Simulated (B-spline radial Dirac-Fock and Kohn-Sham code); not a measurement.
# Elastic electron scattering at 200 eV, In to Tm

These are calculated numbers from a radial finite-basis atomic code; the model is relativistic (Dirac) partial waves in the static field of the Dirac-Fock atom with Furness-McCarthy exchange, without polarisation or absorption potentials. Below a few hundred eV the neglected polarisation potential matters, most of all at small angles. σ_tr1 and σ_tr2 weight the cross section with 1 − P₁ and 1 − P₂ of cos θ; "backward" is the share scattered beyond 90°.

```tsv
Z	element	σ (a₀²)	σ_tr1 (a₀²)	σ_tr2 (a₀²)	backward (%)	dσ/dΩ at 90° (a₀²/sr)
49	In	18.4	6.63	8.39	13	0.396
50	Sn	18.8	6.74	8.56	13	0.467
51	Sb	18.6	6.83	8.69	13	0.547
52	Te	18.2	6.89	8.75	13	0.633
53	I	17.6	6.92	8.74	14	0.723
54	Xe	17.1	6.92	8.68	14	0.814
55	Cs	25.2	7.15	9.05	10	0.896
56	Ba	31.4	7.41	9.48	8.5	0.980
57	La	32.0	7.53	9.68	8.7	1.07
58	Ce	31.2	7.23	9.36	8.5	1.09
59	Pr	29.1	6.54	8.53	8.2	1.03
59	Pr	29.1	6.54	8.53	8.2	1.03
60	Nd	28.5	6.20	8.16	8.0	1.01
61	Pm	27.9	5.86	7.79	7.7	0.966
62	Sm	27.3	5.52	7.41	7.4	0.911
63	Eu	26.7	5.18	7.02	7.0	0.846
64	Gd	27.9	5.18	7.17	6.7	0.825
65	Tb	25.7	4.54	6.28	6.3	0.697
66	Dy	25.2	4.25	5.93	5.9	0.619
67	Ho	24.7	3.97	5.59	5.5	0.541
68	Er	24.2	3.70	5.28	5.2	0.466
69	Tm	23.7	3.46	4.98	4.8	0.395
```
